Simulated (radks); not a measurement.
Values are calculated unless marked as measured or tabulated.
All-electron atom: Yb60+ in [He] 2s2 2p5 3d1 (not the ground configuration). Level of theory: Dirac Kohn-Sham, PW91, spin-unpolarised, spherical densities, finite nucleus; open shells are shared between the two j in proportion to 2j + 1; Fermi nuclear charge, rms radius 5.3108 fm (a radial shooting solver on a logarithmic mesh with Libxc functionals).

Unscreened Slater integrals over Kohn-Sham orbitals (hartree). Large and small components are both included. Empty in this configuration: 3s1/2.

| integral | value |
|---|---|
| F0(3d5/2,3d5/2) | 5.4180 |
| F2(3d5/2,3d5/2) | 2.8351 |
| F4(3d5/2,3d5/2) | 1.8428 |
| F0(3d5/2,3d3/2) | 5.4715 |
| F2(3d5/2,3d3/2) | 2.8505 |
| G2(3d5/2,3d3/2) | 2.7949 |
| G4(3d5/2,3d3/2) | 1.8158 |
| F0(3d5/2,2p3/2) | 6.7683 |
| F2(3d5/2,2p3/2) | 2.2123 |
| G1(3d5/2,2p3/2) | 2.1554 |
| G3(3d5/2,2p3/2) | 1.2491 |
| F0(3d5/2,2p1/2) | 6.8280 |
| G3(3d5/2,2p1/2) | 1.0461 |
| F0(3d5/2,3s1/2) | 4.9177 |
| G2(3d5/2,3s1/2) | 1.8413 |
| F0(3d3/2,3d3/2) | 5.5275 |
| F2(3d3/2,3d3/2) | 2.8688 |
| F0(3d3/2,2p3/2) | 6.9108 |
| F2(3d3/2,2p3/2) | 2.3134 |
| G1(3d3/2,2p3/2) | 2.1707 |
| G3(3d3/2,2p3/2) | 1.2573 |
| F0(3d3/2,2p1/2) | 6.9781 |
| G1(3d3/2,2p1/2) | 1.9503 |
| F0(3d3/2,3s1/2) | 4.9561 |
| G2(3d3/2,3s1/2) | 1.8114 |
| F0(2p3/2,2p3/2) | 12.265 |
| F2(2p3/2,2p3/2) | 5.8564 |
| F0(2p3/2,2p1/2) | 12.871 |
| G2(2p3/2,2p1/2) | 5.7252 |
| F0(2p3/2,3s1/2) | 6.0448 |
| G1(2p3/2,3s1/2) | 0.63376 |
| F0(2p1/2,2p1/2) | 13.609 |
| F0(2p1/2,3s1/2) | 6.1556 |
| G1(2p1/2,3s1/2) | 0.64900 |
| F0(3s1/2,3s1/2) | 4.6336 |
